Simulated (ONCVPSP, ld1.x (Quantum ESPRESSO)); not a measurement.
## Potentials for carbon (C) compared

Generated with ld1.x 7.5 (TM, RRKJ, ultrasoft, PAW), atompaw 4.2 or ONCVPSP 4.0.1. The cutoff is in Ry: for ld1.x and atompaw files where the sum of valence levels is converged to 10 mRy in a Bessel basis, for ONCV files where the hardest occupied wave has 1 mHa per electron of residual kinetic energy. The error is the largest all-electron minus pseudo excitation energy over each file’s own four to seven test configurations (ionisations up to +4, promotions, holes and added fractions of an electron), all of which were solved. The labels leave out finer settings (local radius, basis sizes, second energies), which also bear on the numbers. Spin-polarised tests are not counted. The rows are a selection from randomly drawn settings: files with unsolved tests, undetermined cutoffs or missed reference levels are left out.

A true bound ghost makes a file unfit for plane-wave use even where its test errors are small: the radial tests pick states by their node count and pass the ghost by.

```csv
potential,cutoff (Ry),largest error (meV),bound ghosts
"ONCV, PBEsol, scalar-relativistic, rc 0.90/1.50/1.40 (spd), local smoothed, core correction no, reference 2s2 2p2, qcut 8.6/5.3/5.9, projectors 2/2/2",44,+471,s
"TM, LDA (PZ), scalar-relativistic, rc 0.85/1.70 (sp), local s, core correction yes, reference 2s2 2p2",80,+304,none
"ONCV, PBEsol, fully relativistic, rc 1.15/1.55 (sp), local smoothed, core correction yes, reference 2s2 2p1, qcut 6.7/10.9, projectors 3/3",55,+83,none
"ultrasoft, PBE, non-relativistic, rc 1.35/1.90 (sp), local smoothed, core correction yes, reference 2s2 2p2",18,+252,none
"ultrasoft, LDA (PZ), scalar-relativistic, rc 1.45/1.90/1.65 (spd), local smoothed, core correction no, reference 2s2 2p2",15,+376,none
"ONCV, LDA (Perdew-Wang 92), non-relativistic, rc 1.00/2.35 (sp), local s, core correction yes, reference 2s2 2p1.5, qcut 5.7/5.7, projectors 0/2",48,+411,none
"PAW, PBEsol, scalar-relativistic, rc 0.95/2.95/2.85 (spd), local smoothed, core correction yes, reference 2s2 2p1",35,-14,none
```

Problem. Fill in the row for C: ONCV, LDA (Perdew-Wang 92), scalar-relativistic, rc 1.15/1.70/1.35 (spd), local smoothed, core correction yes, reference 2s1 2p3, qcut 6.8/9.6/7.1, projectors 2/3/1.

Solution. cutoff 45 Ry, largest error +89 meV, bound ghosts: none.
